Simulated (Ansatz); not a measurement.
This geometry of F2H2O2Zr + H2 (9 atoms, charge 0, multiplicity 1) is a first-order saddle point.

Theory: RKS BHLYP/def2-SVP (Ansatz 0.2.0).

```xyz
9
Properties=species:S:1:pos:R:3
Zr 0.035 0.188 0.082
F 0.901 -0.097 2.155
O 1.619 -0.335 -0.834
H 2.293 -0.646 -1.425
O -1.027 1.208 -1.122
H -1.552 1.762 -1.685
F -1.134 -1.249 0.546
H 0.413 1.760 1.253
H 0.779 0.923 1.992
```

**Question.** Which two structures does it join? (They come from a converged band through this point; their orientation in space is the band's.)

**Answer.** Bonds broken: H8–H9. Bonds formed: Zr1–H8, F2–H9. F2H2O2Zr + H2 becomes F2H4O2Zr.

Initial state:

```xyz
9
Properties=species:S:1:pos:R:3
Zr -0.229 -0.421 -0.100
F -0.029 -0.092 1.778
O 1.498 -0.613 -0.891
H 2.345 -0.646 -1.317
O -1.211 1.013 -0.888
H -1.639 1.745 -1.313
F -1.206 -2.048 -0.328
H 1.587 2.602 1.916
H 1.211 1.976 2.101
```

Final state:

```xyz
9
Properties=species:S:1:pos:R:3
Zr -0.024 0.268 0.050
F 1.077 -0.173 2.127
O 1.571 -0.281 -0.840
H 2.267 -0.634 -1.381
O -1.091 1.219 -1.206
H -1.590 1.701 -1.852
F -1.188 -1.111 0.684
H 0.343 1.750 1.235
H 0.962 0.777 2.144
```

**Question.** How far does it lie above each of them?

**Answer.** 1.70 eV above the first and 0.02 eV above the second. This is the barrier of this one path; another mechanism may lie lower. The orbitals stay closed-shell, which can raise the energy where a bond breaks towards radicals; this wasn't checked here.

Run time: 4.9 min on 2 threads of Intel(R) Xeon(R) 6975P-C (Granite Rapids) (shared host), peak memory 0.26 GiB.
